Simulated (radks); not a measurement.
Values are calculated unless marked as measured or tabulated.
Coulomb parameter of the 5d shell of the lutetium ion Lu+ in the model configuration [Xe] 4f14 5d1 6s1, as a second difference U = [E(n + 1) + E(n - 1) - 2 E(n)] / (1)^2 with all orbitals relaxed. "Bare": the charge of the atom changes with n. "Screened": the 6s shell takes up the change at fixed total charge, which measures U(5d,5d) + U(6s,6s) - 2 U(5d,6s). Code: a radial shooting solver on a logarithmic mesh with Libxc functionals. Model: scalar-relativistic Kohn-Sham, r2SCAN, spin-unpolarised, spherical densities, finite nucleus; meta-GGA in the generalised Kohn-Sham scheme; Fermi nuclear charge, rms radius 5.37 fm.

[
 {"case": "start", "configuration": "[Xe] 4f14 5d1 6s1", "E - E(n) (eV)": "0.000"},
 {"case": "bare +1", "configuration": "[Xe] 4f14 5d2 6s1", "E - E(n) (eV)": "-4.201"},
 {"case": "bare -1", "configuration": "[Xe] 4f14 6s1", "E - E(n) (eV)": "11.926"},
 {"case": "screened +1", "configuration": "[Xe] 4f14 5d2", "E - E(n) (eV)": "2.436"},
 {"case": "screened -1", "configuration": "[Xe] 4f14 6s2", "E - E(n) (eV)": "-2.301"}
]

U(bare) = 7.725 eV, U(screened by 6s) = 0.135 eV, against the Slater integral F0(5d,5d) = 9.983 eV with frozen orbitals.
